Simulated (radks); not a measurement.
Values are calculated unless marked as measured or tabulated.
Valence configurations of Zr (all share [Kr]). Level of theory: scalar-relativistic Kohn-Sham, r2SCAN, spin-polarised, spherical densities, finite nucleus; open shells are filled with parallel spins first (spin-orbit coupling, left out, can overturn this in heavy ions); meta-GGA in the generalised Kohn-Sham scheme; Fermi nuclear charge, rms radius 4.2694 fm (a radial shooting solver on a logarithmic mesh with Libxc functionals). Energies are relative to 4d2 5s2; eigenvalues in eV for spin up.

valence          E (eV)  moment (Bohr magnetons)   e(4d)   e(5p)   e(5s)
4d3 5s1          -0.467                        4  -2.892       -  -4.548
4d2.5 5s1.5      -0.090                        3  -3.553       -  -4.783
4d2 5s2           0.000                        2  -4.169       -  -4.865
4d2 5s1.5 5p0.5   1.097                        3  -4.729  -2.078  -5.523
4d4               1.260                        4  -1.853       -       -
4d1.5 5s2 5p0.5   1.478                        2  -5.406  -2.160  -5.642
4d2 5s1 5p1       1.635                        4  -5.147  -2.451  -5.954
4d1 5s2 5p1       3.262                        2  -6.638  -2.744  -6.399
4d1 5s1.5 5p1.5   4.380                        3  -7.110  -3.158  -6.950
4d2 5p2           5.096                        4  -6.048  -2.955       -

NIST lists [Kr] 4d2 5s2 as the ground configuration; this level of theory puts 4d3 5s1 lower, by 0.467 eV. The energies are those of spherical high-spin densities, not of single terms.
